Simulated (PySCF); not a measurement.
Electron correlation in Ti²⁺ (titanium, charge +2)

[Ar] 3d1 4s1, high-spin 3D determinant (an excited configuration). Calculation: PySCF 2.14, in ANO-RCC-VTZP (6s5p3d2f1g, 59 functions); the spin-free X2C one-electron Hamiltonian (Gaussian nucleus). Frozen: [Ne]; 10 electrons correlated.

MP2 pair energies summed by pair of shells (mhartree):

```json
{"pair": "3p-3p", "energy": "-159.36", "share (%)": "56.4"}
{"pair": "3s-3p", "energy": "-42.94", "share (%)": "15.2"}
{"pair": "3p-3d", "energy": "-41.04", "share (%)": "14.5"}
{"pair": "3p-4s", "energy": "-19.88", "share (%)": "7.0"}
{"pair": "3s-3s", "energy": "-8.11", "share (%)": "2.9"}
{"pair": "3s-3d", "energy": "-6.68", "share (%)": "2.4"}
{"pair": "3d-4s", "energy": "-3.15", "share (%)": "1.1"}
{"pair": "3s-4s", "energy": "-1.38", "share (%)": "0.5"}
```

Total MP2 correlation energy: -282.54 mhartree.

Same-spin part -76.52 and opposite-spin part -206.02 mhartree; SCS-MP2 scales them by 1/3 and 6/5 to -272.73 mhartree.
